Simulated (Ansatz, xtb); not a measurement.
**Two isomers of C4H2FN3**

Structure I is `N#Cc1c[nH]nc1F`, a singlet and structure II is `N#Cc1[nH]ncc1F`, a singlet. Both are isolated molecules in the gas phase, relaxed with PBE0-D3(BJ)/def2-SVP.

Quicker runs give these differences E(II) − E(I): GFN2-xTB +12.2 kJ/mol; HF/STO-3G +21.8 kJ/mol (at GFN2-xTB geometries); r2SCAN-D4/def2-SVP +29.2 kJ/mol (at GFN2-xTB geometries).

**Question.** Estimate E(II) − E(I) at the level CCSD(T)/def2-SVP + ΔMP2/def2-TZVPP.

**Answer.** Calculated at CCSD(T)/def2-SVP + ΔMP2/def2-TZVPP: E(II) − E(I) = +31.0 kJ/mol, so structure I lies lower.

Level by level:

```csv
level,geometry,E(II) − E(I) (kJ/mol),departure from the last row (kJ/mol),"job, with rough time for the two"
GFN2-xTB,GFN2-xTB,+12.2,−18.8,"optimisation, 0.14 s"
HF/STO-3G,GFN2-xTB,+21.8,−9.2,"single point, 0.48 s"
r2SCAN-D4/def2-SVP,GFN2-xTB,+29.2,−1.7,"single point, 5 s"
PBE0-D3(BJ)/def2-SVP,PBE0-D3(BJ)/def2-SVP,+31.1,+0.1,"optimisation, 36 s"
HF/def2-SVP,PBE0-D3(BJ)/def2-SVP,+46.3,+15.3,part of the CCSD(T) run
MP2/def2-SVP,PBE0-D3(BJ)/def2-SVP,+29.3,−1.6,part of the CCSD(T) run
CCSD(T)/def2-SVP,PBE0-D3(BJ)/def2-SVP,+34.3,+3.3,single point
CCSD(T)/def2-SVP + ΔMP2/def2-TZVPP,PBE0-D3(BJ)/def2-SVP,+31.0,,"single point, 84 s"
```

As drawn, both hold the same kinds of bond in the same numbers.

The levels shown agree on the order. The largest departure from CCSD(T)/def2-SVP + ΔMP2/def2-TZVPP is that of GFN2-xTB, 18.8 kJ/mol. The last row adds to CCSD(T) the change of the MP2 difference between the two basis sets, here −3.3 kJ/mol.

With thermal terms from frequencies at re-optimised GFN2-xTB minima (ideal gas, soft modes damped towards free rotors, one conformer each, 298.15 K, 1 atm): on the last row, ΔE + ΔZPE = +30.7, ΔH = +30.8, ΔG = +30.6 kJ/mol.

The correlated steps freeze 8 core orbitals. Programs: Ansatz 0.2.0, xtb 6.7.1; the last row on 2 threads of Arm Neoverse V1 on a shared host.
